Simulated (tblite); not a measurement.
Isomers of C4H8SSi. Level: GFN2-xTB in tblite, geometry and Hessian alike; calculated harmonic values, unscaled, isolated species. Against measured fundamentals such values can be off by several per cent, at times by over 20. Modes of hydrogen on silicon and sulfur can be 10 to 20 % off. One conformer each.

Electronic energies: GFN2-xTB at the same geometries; isomer energies are rough at this level and their order can be wrong.

```json
{"SMILES": "C=C[C@@H]1C[Si@H]1S", "electronic energy, lowest = 0 (kcal/mol)": "26.7"}
{"SMILES": "C=C[C@@H]1C[Si@@H]1S", "electronic energy, lowest = 0 (kcal/mol)": "26.6"}
{"SMILES": "[SiH3]SC1=CCC1", "electronic energy, lowest = 0 (kcal/mol)": "0.0"}
{"SMILES": "CC#CCS[SiH3]", "electronic energy, lowest = 0 (kcal/mol)": "8.6"}
{"SMILES": "CCC#C[SiH2]S", "electronic energy, lowest = 0 (kcal/mol)": "8.1"}
```

Problem. How do GFN2-xTB zero-point energies change the relative energies?

Solution. 
```
              SMILES  ZPE (kcal/mol)  of it from modes above 1550 cm⁻¹  electronic (kcal/mol)  with ZPE, lowest = 0 (kcal/mol)  lowest mode (cm⁻¹)  rings
      [SiH3]SC1=CCC1            63.8                              34.0                    0.0                              0.0                  43      1
        CCC#C[SiH2]S            62.6                              34.9                    8.1                              6.9                  9i      0
        CC#CCS[SiH3]            62.2                              34.8                    8.6                              6.9                  15      0
C=C[C@@H]1C[Si@@H]1S            64.4                              35.6                   26.6                             27.2                  94      1
 C=C[C@@H]1C[Si@H]1S            64.0                              35.7                   26.7                             27.0                  19      1
```

The zero-point energies span 2.2 kcal/mol, from `CC#CCS[SiH3]` to `C=C[C@@H]1C[Si@@H]1S`. Slightly imaginary modes are left out of the zero-point energy: `CCC#C[SiH2]S` 9.1i cm⁻¹. The lowest isomer stays, but the order above it changes.
